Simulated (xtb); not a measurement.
xtb input (GFN2-xTB):

```bash
xtb mol.xyz --gfn 2 --sp --chrg 0 --uhf 0
```
mol.xyz:
```
16

C     -2.00734324     1.01067767     0.07301243
C     -1.32378660    -0.15856325     0.79041768
Si     0.01417493    -1.00402605    -0.21865221
N      1.21944040     0.12927412    -0.70368181
C      2.04926963     0.87788931     0.22798027
H     -2.49453881     0.67889324    -0.84659121
H     -2.76928028     1.47924285     0.69974423
H     -1.28295269     1.77790237    -0.20510100
H     -0.88617409     0.18013966     1.73563393
H     -2.05779765    -0.92271594     1.06845487
H     -0.53548848    -1.56752673    -1.47734998
H      0.54618798    -2.13030756     0.60485672
H      1.65031306    -0.00447064    -1.60471387
H      2.92925739     0.32233146     0.57600546
H      1.46305540     1.14586190     1.10914480
H      2.39404762     1.81207272    -0.22164267
```

End of the output:

```
         :::::::::::::::::::::::::::::::::::::::::::::::::::::
         ::                     SUMMARY                     ::
         :::::::::::::::::::::::::::::::::::::::::::::::::::::
         :: total energy             -16.688762188437 Eh    ::
         :: gradient norm              0.024732472450 Eh/a0 ::
         :: HOMO-LUMO gap              5.606387743671 eV    ::
         ::.................................................::
         :: SCC energy               -16.908466672315 Eh    ::
         :: -> isotropic ES            0.023254667696 Eh    ::
         :: -> anisotropic ES          0.008809663530 Eh    ::
         :: -> anisotropic XC          0.009307538450 Eh    ::
         :: -> dispersion             -0.009486094745 Eh    ::
         :: repulsion energy           0.219704483878 Eh    ::
         :: add. restraining           0.000000000000 Eh    ::
         :: total charge              -0.000000000000 e     ::
         :::::::::::::::::::::::::::::::::::::::::::::::::::::

           -------------------------------------------------
          |                Property Printout                |
           -------------------------------------------------

    * Orbital Energies and Occupations

         #    Occupation            Energy/Eh            Energy/eV
      -------------------------------------------------------------
         1        2.0000           -0.7201081             -19.5951
       ...           ...                  ...                  ...
         4        2.0000           -0.5638260             -15.3425
         5        2.0000           -0.5413886             -14.7319
         6        2.0000           -0.5165830             -14.0569
         7        2.0000           -0.4952129             -13.4754
         8        2.0000           -0.4857890             -13.2190
         9        2.0000           -0.4758735             -12.9492
        10        2.0000           -0.4700351             -12.7903
        11        2.0000           -0.4482774             -12.1982
        12        2.0000           -0.4319825             -11.7548
        13        2.0000           -0.4259846             -11.5916
        14        2.0000           -0.4127541             -11.2316
        15        2.0000           -0.3882727             -10.5654
        16        2.0000           -0.3614646              -9.8360 (HOMO)
        17                         -0.1554336              -4.2296 (LUMO)
        18                         -0.1434372              -3.9031
        19                         -0.1335869              -3.6351
        20                         -0.0411879              -1.1208
        21                         -0.0148624              -0.4044
        22                          0.0735715               2.0020
        23                          0.1383432               3.7645
        24                          0.1526822               4.1547
        25                          0.1569698               4.2714
        26                          0.1766342               4.8065
        27                          0.1902376               5.1766
       ...                                ...                  ...
        36                          0.6970544              18.9678
      -------------------------------------------------------------
                  HL-Gap            0.2060310 Eh            5.6064 eV
             Fermi-level           -0.2584491 Eh           -7.0328 eV

     #   Z          covCN         q      C6AA      α(0)
     1   6 C        3.762    -0.096    22.369     6.742
     2   6 C        3.700    -0.146    23.488     6.931
     3  14 Si       3.561     0.477    99.368    19.187
     4   7 N        2.588    -0.320    28.243     7.893
     5   6 C        3.707    -0.024    21.146     6.573
     6   1 H        0.924     0.024     2.678     2.559
     7   1 H        0.924     0.024     2.674     2.557
     8   1 H        0.924     0.029     2.601     2.522
     9   1 H        0.924     0.011     2.882     2.655
    10   1 H        0.924     0.007     2.934     2.679
    11   1 H        0.912    -0.111     5.982     3.826
    12   1 H        0.909    -0.106     5.768     3.757
    13   1 H        0.861     0.139     1.475     1.902
    14   1 H        0.924     0.021     2.721     2.579
    15   1 H        0.924     0.037     2.496     2.470
    16   1 H        0.924     0.033     2.539     2.492

 Mol. C6AA /au·bohr⁶  :       2334.814593
 Mol. C8AA /au·bohr⁸  :      62486.937020
 Mol. α(0) /au        :         77.323574

Wiberg/Mayer (AO) data.
largest (>0.10) Wiberg bond orders for each atom

 ---------------------------------------------------------------------------
     #   Z sym  total        # sym  WBO       # sym  WBO       # sym  WBO
 ---------------------------------------------------------------------------
     1   6 C    3.997 --     2 C    1.032     6 H    0.991     8 H    0.991
                             7 H    0.986
     2   6 C    3.979 --     1 C    1.032    10 H    0.989     9 H    0.984
                             3 Si   0.872
     3  14 Si   3.774 --     4 N    1.130    11 H    0.880    12 H    0.877
                             2 C    0.872
     4   7 N    3.257 --     3 Si   1.130     5 C    1.037    13 H    0.967
     5   6 C    3.984 --     4 N    1.037    15 H    0.990    16 H    0.983
                            14 H    0.980
     6   1 H    0.999 --     1 C    0.991
     7   1 H    0.999 --     1 C    0.986
     8   1 H    0.999 --     1 C    0.991
     9   1 H    1.000 --     2 C    0.984
    10   1 H    1.000 --     2 C    0.989
    11   1 H    0.988 --     3 Si   0.880
    12   1 H    0.989 --     3 Si   0.877
    13   1 H    0.981 --     4 N    0.967
    14   1 H    1.000 --     5 C    0.980
    15   1 H    0.999 --     5 C    0.990
    16   1 H    0.999 --     5 C    0.983
 ---------------------------------------------------------------------------

Topologies differ in total number of bonds
Writing topology from bond orders to xtbtopo.mol

molecular dipole:
                 x           y           z       tot (Debye)
 q only:        0.363      -0.016      -0.129
   full:        0.343       0.220       0.024       1.037
molecular quadrupole (traceless):
                xx          xy          yy          xz          yz          zz
Note: The following floating-point exceptions are signalling: IEEE_UNDERFLOW_FLAG IEEE_DENORMAL
normal termination of xtb
 q only:        0.068       0.670      -0.163      -0.045       0.284       0.095
  q+dip:        1.006       0.803      -2.005      -0.883      -0.304       0.999
   full:        1.799       1.079      -2.384      -1.165       0.392       0.584

           -------------------------------------------------
          | TOTAL ENERGY              -16.688762188437 Eh   |
          | GRADIENT NORM               0.024732472450 Eh/α |
          | HOMO-LUMO GAP               5.606387743671 eV   |
           -------------------------------------------------

------------------------------------------------------------------------
------------------------------------------------------------------------
 total:
 SCF:
```
